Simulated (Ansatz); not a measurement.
Energy needed to pull apart CH$_{2}$BClO (SMILES ClB1CO1), closed shell, into free ground-state atoms, from the structure below (displaced at random from a GFN2-xTB minimum); no zero-point or spin–orbit terms; open-shell atoms are treated unrestricted, in their ground-state multiplicity.

```csv
atom,x (Å),y (Å),z (Å)
Cl1,-0.6643,-2.2370,0.5995
B2,-0.3366,-0.7080,0.0650
C3,0.4001,0.5930,0.1147
O4,-0.7816,0.1621,-0.8048
H5,1.3795,0.7840,-0.5615
H6,0.2033,1.5025,0.6343
```

Ansatz 0.2.0; basis: def2-TZVPP; cores frozen in the correlated methods.

```
      method  atomization energy (eV)
      PBE-D4                        ?
   revPBE-D4                        ?
   r2SCAN-D4                    25.07
     PBE0-D4                    25.00
CAM-B3LYP-D4                    24.77
     wB97M-V                    24.89
          HF                    17.49
         MP2                    24.92
        CCSD                    23.39
     CCSD(T)                    23.93
```

Question: What does revPBE-D4 give? (To be estimated.)

Answer: Computed: 24.95 eV, which is about 1.01 eV more than CCSD(T)/def2-TZVPP.

Question: What does PBE-D4 give? (An estimate is asked for; the value comes from the calculation.)

Answer: By the calculation: 25.76 eV, which is about 1.83 eV more than CCSD(T)/def2-TZVPP.

In triple zeta the MP2 and coupled-cluster atomization energies are still short of their basis limit by a few kcal/mol a bond, whereas those of the functionals are nearly converged, so these differences are not deviations from converged CCSD(T).

The T1 diagnostic stays at or below 0.015.

For scale, one of the runs: CCSD(T)/def2-TZVPP forces, 163 basis functions (an equivalent command: `ansatz run in.yaml --threads 4`). The run took 81 s on 4 CPU threads (shared host), with 2.4 GiB of host memory at its peak.
